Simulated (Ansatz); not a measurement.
Relaxation of C2H8BN (12 atoms, charge 0, multiplicity 1), to a largest force component of 0.015 eV/Å in at most 40 steps.

Computed with Ansatz 0.2.0, RKS PBE0-D4/STO-3G.

```xyz
12
Properties=species:S:1:pos:R:3
B -1.204 1.598 0.034
C -0.592 0.253 -0.386
N -1.345 -0.259 -1.495
C -0.973 -1.675 -1.857
H -1.303 2.521 -0.776
H -1.705 1.804 1.102
H -0.669 -0.459 0.472
H 0.431 0.379 -0.669
H -1.210 0.355 -2.379
H -1.107 -2.308 -1.018
H 0.169 -1.613 -2.123
H -1.510 -2.002 -2.739
```

Question: Where does it end, and by what steps?

Answer: The forces met the threshold. Limits of this set-up: minimal basis. After 13 steps the energy has fallen by 0.672 eV; H6 moved furthest, 0.92 Å.

| step | energy less start (eV) | largest force component (eV/Å) | accepted |
| --- | --- | --- | --- |
| 0 | 0.0000 | 3.784 | yes |
| 1 | -0.5067 | 0.996 | yes |
| 2 | -0.5663 | 0.589 | yes |
| 3 | -0.5844 | 0.089 | yes |
| 4 | -0.5946 | 0.241 | yes |
| 5 | -0.6009 | 0.477 | yes |
| 6 | -0.6150 | 0.369 | yes |
| 7 | -0.6499 | 0.221 | yes |
| 8 | -0.6682 | 0.114 | yes |
| 9 | -0.6709 | 0.052 | yes |
| 10 | -0.6691 | 0.182 | no |
| 11 | -0.6714 | 0.067 | yes |
| 12 | -0.6717 | 0.032 | yes |
| 13 | -0.6718 | 0.015 | yes |

```xyz
12
Properties=species:S:1:pos:R:3
B -1.189 1.694 0.013
C -0.818 0.214 -0.328
N -1.498 -0.350 -1.546
C -0.832 -1.633 -1.942
H -1.753 2.379 -0.757
H -0.854 2.144 1.045
H -1.055 -0.442 0.530
H 0.296 0.180 -0.400
H -1.286 0.329 -2.326
H -1.016 -2.385 -1.160
H 0.264 -1.548 -2.083
H -1.279 -1.991 -2.882
```

Whether the end is a true minimum wasn't checked by a vibrational analysis.

Time of the run: 22 s on 1 thread of Arm Neoverse V2 (shared host), peak memory 0.12 GiB.
